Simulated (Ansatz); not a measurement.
Basis sets compared for Li₅Al⁺. The state is a doublet with charge 1. Geometry r2SCAN-D4/def2-TZVP. Ansatz on 4 threads of Arm Neoverse V2 on a shared host; times are rough, and most runs start from earlier orbitals.

```xyz
6

Li   -2.2214    1.1231    0.5418
Li    0.8553    2.1809   -1.0034
Li    2.5238   -0.8764    0.0106
Li   -0.7133   -1.9879    1.6336
Li   -0.6591   -0.6074   -1.7233
Al    0.2149    0.1677    0.5407
```

The structure comes from a short search, and lower isomers may exist.

```json
{"level": "PBE-D4/def2-SVP", "functions": "63", "energy (Eh)": "-279.5110", "HOMO (eV)": "-6.72", "LUMO (eV)": "-5.97", "wall time": "1.2 s"}
{"level": "PBE0-D4/def2-SVP", "functions": "63", "energy (Eh)": "-279.5563", "HOMO (eV)": "-7.31", "LUMO (eV)": "-5.25", "wall time": "1.4 s"}
```

Problem. Estimate the rows for PBE-D4/def2-TZVP, PBE0-D4/def2-TZVP (with forces).

Solution. 
```csv
level,functions,energy (Eh),HOMO (eV),LUMO (eV),wall time
PBE-D4/def2-TZVP,107,-279.6246,-6.80,-6.02,1.4 s
PBE0-D4/def2-TZVP (with forces),107,-279.6672,-7.39,-5.31,3.4 s
```
